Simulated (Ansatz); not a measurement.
Molecule: sum formula H7SiN3O (charge 0, singlet). SMILES: O[Si](N)(N)N
Coordinates optimised at B3LYP-D3(BJ)/def2-TZVP (Ansatz, a first-principles code):
```
Si
O 1 1.6555
H 2 0.9598 1 115.46
N 1 1.7091 2 101.03 3 -169.87
H 4 1.0056 1 121.93 2 -179.56
H 4 1.0062 5 112.52 1 155.42
N 1 1.7095 2 120.49 3 74.54
H 7 1.0067 1 121.37 2 -77.48
H 7 1.0067 8 112.14 1 -152.24
N 1 1.7238 2 105.23 3 -40.97
H 10 1.0082 1 119.45 2 172.25
H 10 1.0082 11 110.65 1 -144.94
```
Charge 0, spin multiplicity 1.

Property: atomisation energy (electronic, to ground-state atoms), in kcal/mol. Cores are frozen in the correlated levels unless marked. UHF or UKS for open shells. No spin-orbit coupling. Non-relativistic. The coupled-cluster limit lacks core correlation, which all-electron functionals hold. CBS(X,Y): correlation extrapolated as X^-3; Hartree-Fock from the larger set. The bracket is a focal-point correction in the basis named.

```tsv
level	program	atomisation energy (kcal/mol)	minus last row
HF/aug-cc-pV(T+d)Z	Ansatz	718.6	-347.8
PBE0-D3(BJ)/def2-TZVP	Ansatz + dftd3	1050.6	-15.8
r2SCANh/def2-TZVPD	Ansatz	1043.3	-23.1
wB97M-V/def2-TZVPD	Ansatz	1066.9	0.5
B2GP-PLYP-D3(BJ)/def2-TZVPD	Ansatz + dftd3	1046.5	-19.9
MP2/6-31G	Ansatz	814.0	-252.4
MP2/cc-pV(T+d)Z	Ansatz	1042.6	-23.8
RI-MP2/aug-cc-pV(T+d)Z	Ansatz	1054.1	-12.3
RI-MP2/CBS(aug-cc-pV(T+d)Z,aug-cc-pV(Q+d)Z)	Ansatz	1085.0	18.6
SCS-MP2/6-31G	Ansatz	820.1	-246.3
SCS-MP2/cc-pV(T+d)Z	Ansatz	1046.0	-20.4
CCSD(T)/6-31G	Ansatz	813.8	-252.6
RI-MP2/CBS(aug-cc-pV(T+d)Z,aug-cc-pV(Q+d)Z)+[CCSD(T)-MP2]/aug-cc-pV(D+d)Z	Ansatz	1064.9	-1.5
RI-MP2/CBS(cc-pV(T+d)Z,cc-pV(Q+d)Z)+[CCSD(T)-MP2]/cc-pV(Q+d)Z	Ansatz	1065.9	-0.5
CCSD(T)/CBS(aug-cc-pV(T+d)Z,aug-cc-pV(Q+d)Z)	Ansatz	1066.4	0.0
```
